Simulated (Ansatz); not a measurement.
Pulling on the Si1–F2 bond in FHOSi (SMILES O[Si]F) (multiplicity 1 held, fragments rigid). Energies count from the point at 1.628 Å.
Geometry at that point (charge 0, multiplicity 1):
```xyz
4

Si     0.009     0.006     0.610
F     -0.735     1.026    -0.417
O      0.731    -1.046    -0.426
H      0.639    -0.946    -1.382
```

Restricted levels (R-, RO-) in cc, def2 and unpolarised 6-31G sets keep to the state of the molecule at rest. Unrestricted levels (U-) break spin symmetry where that is lower. Left out are points that failed, MP2 points in a non-variational dive below the minimum, coupled-cluster points behind a sign of a changed root (a jump of the amplitudes, or a one-step jump against full CI or MRCI), small-basis points behind a change of solution, and semi-empirical points at long bonds. Levels need not reach the same state.

Cores are frozen in the correlated methods.

Programs: Ansatz (Gaussian basis) for Hartree–Fock, density functionals and correlated methods. Values without a source in brackets are computed.

Energies in kJ/mol.

```json
[
 {"R (Å)": "1.302", "U-wB97X-V/cc-pV(T+d)Z": "279", "R-SCS-MP2/cc-pV(T+d)Z": "279", "R-CCSD/cc-pV(T+d)Z": "272", "U-CCSD(T)/cc-pV(T+d)Z": "277"},
 {"R (Å)": "1.465", "U-wB97X-V/cc-pV(T+d)Z": "46", "R-SCS-MP2/cc-pV(T+d)Z": "46", "R-CCSD/cc-pV(T+d)Z": "42", "U-CCSD(T)/cc-pV(T+d)Z": "44"},
 {"R (Å)": "1.628", "U-wB97X-V/cc-pV(T+d)Z": "0", "R-SCS-MP2/cc-pV(T+d)Z": "0", "R-CCSD/cc-pV(T+d)Z": "0", "U-CCSD(T)/cc-pV(T+d)Z": "0"},
 {"R (Å)": "1.791", "U-wB97X-V/cc-pV(T+d)Z": "29", "R-SCS-MP2/cc-pV(T+d)Z": "30", "R-CCSD/cc-pV(T+d)Z": "33", "U-CCSD(T)/cc-pV(T+d)Z": "31"},
 {"R (Å)": "1.953", "U-wB97X-V/cc-pV(T+d)Z": "87", "R-SCS-MP2/cc-pV(T+d)Z": "88", "R-CCSD/cc-pV(T+d)Z": "94", "U-CCSD(T)/cc-pV(T+d)Z": "90"},
 {"R (Å)": "2.198", "U-wB97X-V/cc-pV(T+d)Z": "187", "R-SCS-MP2/cc-pV(T+d)Z": "188", "R-CCSD/cc-pV(T+d)Z": "197", "U-CCSD(T)/cc-pV(T+d)Z": "191"},
 {"R (Å)": "2.442", "U-wB97X-V/cc-pV(T+d)Z": "281", "R-SCS-MP2/cc-pV(T+d)Z": "284", "R-CCSD/cc-pV(T+d)Z": "294", "U-CCSD(T)/cc-pV(T+d)Z": "286"},
 {"R (Å)": "2.849", "U-wB97X-V/cc-pV(T+d)Z": "413", "R-SCS-MP2/cc-pV(T+d)Z": "418", "R-CCSD/cc-pV(T+d)Z": "426", "U-CCSD(T)/cc-pV(T+d)Z": "428"},
 {"R (Å)": "3.256", "U-wB97X-V/cc-pV(T+d)Z": "507", "R-SCS-MP2/cc-pV(T+d)Z": "521", "R-CCSD/cc-pV(T+d)Z": "525", "U-CCSD(T)/cc-pV(T+d)Z": "530"},
 {"R (Å)": "3.744", "U-wB97X-V/cc-pV(T+d)Z": "572", "R-SCS-MP2/cc-pV(T+d)Z": "617", "R-CCSD/cc-pV(T+d)Z": "612", "U-CCSD(T)/cc-pV(T+d)Z": "600"},
 {"R (Å)": "4.395", "U-wB97X-V/cc-pV(T+d)Z": "616", "R-SCS-MP2/cc-pV(T+d)Z": "709", "R-CCSD/cc-pV(T+d)Z": "left out", "U-CCSD(T)/cc-pV(T+d)Z": "622"},
 {"R (Å)": "5.209", "U-wB97X-V/cc-pV(T+d)Z": "636", "R-SCS-MP2/cc-pV(T+d)Z": "783", "R-CCSD/cc-pV(T+d)Z": "left out", "U-CCSD(T)/cc-pV(T+d)Z": "624"}
]
```

Doubts at one or more of the structures used: a spin-contaminated determinant (U-wB97X-V/cc-pV(T+d)Z, U-CCSD(T)/cc-pV(T+d)Z); a restricted determinant that unrestricted orbitals would lower (R-SCS-MP2/cc-pV(T+d)Z, R-CCSD/cc-pV(T+d)Z); T1 above 0.05 (R-CCSD/cc-pV(T+d)Z, U-CCSD(T)/cc-pV(T+d)Z).

Ansatz is a quantum-chemistry and plane-wave program.
